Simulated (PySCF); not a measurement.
A calculated (PBE, PySCF 2.14, x2c-QZVPPall, the spin-free X2C one-electron Hamiltonian (Gaussian nucleus)) atom or ion has these occupied shells.

```tsv
shell	electrons	orbital energy (eV)	rms radius, mean of both spins (bohr)
1s α	1	-1512.5	0.139
1s β	1	-1512.5	0.139
2s β	1	-109.89	0.685
2s α	1	-109.85	0.685
2p β	3	-71.348	0.680
2p α	3	-71.342	0.680
3s β	1	-8.262	2.65
3p α	2	-3.661	3.57
```

Name the element and its charge.

Al (aluminium, neutral), in [Ne] 3s1 3p2, 3s spin antiparallel (an excited configuration).
